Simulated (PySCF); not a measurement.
Species: `C=C[C@@H]([SiH3])/C(F)=C\F`. The columns A, B, C and D hold Mulliken, IAO, Hirshfeld and ESP-fitted charges (e) of one PBE0/pcSseg-1 density (PySCF), in a shuffled order. Coordinates in Å (GFN2-xTB); the density's dipole moment is (0.33, -0.51, 0.10) D.

| atom | x | y | z | A | B | C | D |
| --- | --- | --- | --- | --- | --- | --- | --- |
| C1 | -1.198 | -2.102 | 0.574 | -0.133 | -0.102 | -0.325 | -0.467 |
| C2 | -0.759 | -1.162 | -0.242 | -0.178 | -0.043 | -0.132 | -0.099 |
| C3 | 0.038 | 0.022 | 0.199 | -0.530 | -0.114 | -0.391 | -0.091 |
| Si4 | 1.905 | -0.314 | -0.179 | +0.555 | +0.315 | +0.614 | +0.293 |
| C5 | -0.383 | 1.261 | -0.493 | +0.193 | +0.065 | +0.246 | +0.049 |
| F6 | -0.413 | 1.190 | -1.844 | -0.282 | -0.072 | -0.276 | -0.159 |
| C7 | -0.700 | 2.430 | 0.049 | +0.222 | +0.003 | +0.070 | -0.058 |
| F8 | -0.697 | 2.596 | 1.384 | -0.280 | -0.084 | -0.272 | -0.153 |
| H9 | -1.757 | -2.950 | 0.216 | +0.121 | +0.049 | +0.156 | +0.189 |
| H10 | -1.020 | -2.058 | 1.636 | +0.109 | +0.046 | +0.145 | +0.191 |
| H11 | -0.947 | -1.222 | -1.305 | +0.126 | +0.043 | +0.154 | +0.158 |
| H12 | -0.081 | 0.177 | 1.273 | +0.167 | +0.050 | +0.172 | +0.159 |
| H13 | 2.259 | -1.539 | 0.534 | -0.074 | -0.073 | -0.111 | -0.071 |
| H14 | 2.664 | 0.840 | 0.303 | -0.075 | -0.074 | -0.113 | -0.071 |
| H15 | 2.061 | -0.479 | -1.622 | -0.061 | -0.071 | -0.107 | -0.050 |
| H16 | -0.980 | 3.318 | -0.494 | +0.121 | +0.062 | +0.169 | +0.179 |

**Question.** Which column most likely holds the ESP-fitted charges?

**Answer.** D. Σ q r misses the density's dipole by 0.02 D (D), 0.37 D (B), 1.11 D (C), 1.41 D (A). Charges fitted to the outside potential are the only set here that is tied to the molecule's multipoles.

**Question.** And the Hirshfeld charges?

**Answer.** B. The mean sizes are 0.079 e (B), 0.152 e (D), 0.202 e (A), 0.216 e (C), and Hirshfeld charges are commonly the smallest of these schemes.

As computed, A = Mulliken, B = Hirshfeld, C = IAO, D = ESP-fitted. Hydrogens on carbon: Mulliken +0.11 to +0.17, Hirshfeld +0.04 to +0.06, IAO +0.14 to +0.17, ESP-fitted +0.16 to +0.19 e.

The Mulliken scheme counts on each atom the diagonal of the density matrix times the overlap matrix over that atom's basis functions. The ESP scheme is a least-squares fit of atom-centred charges to the potential on four shells outside the van der Waals surface, with the total charge fixed.

One conformer (not necessarily the lowest) at the GFN2-xTB geometry, without solvent, vibrations or thermal averaging.

Conformer computed: `[CH2:1]=[CH:2][C@@H:3]([SiH3:4])/[C:5]([F:6])=[CH:7]\[F:8]`: C1–C2–C3–Si4 100°, C2–C3–C5–F6 -53°.
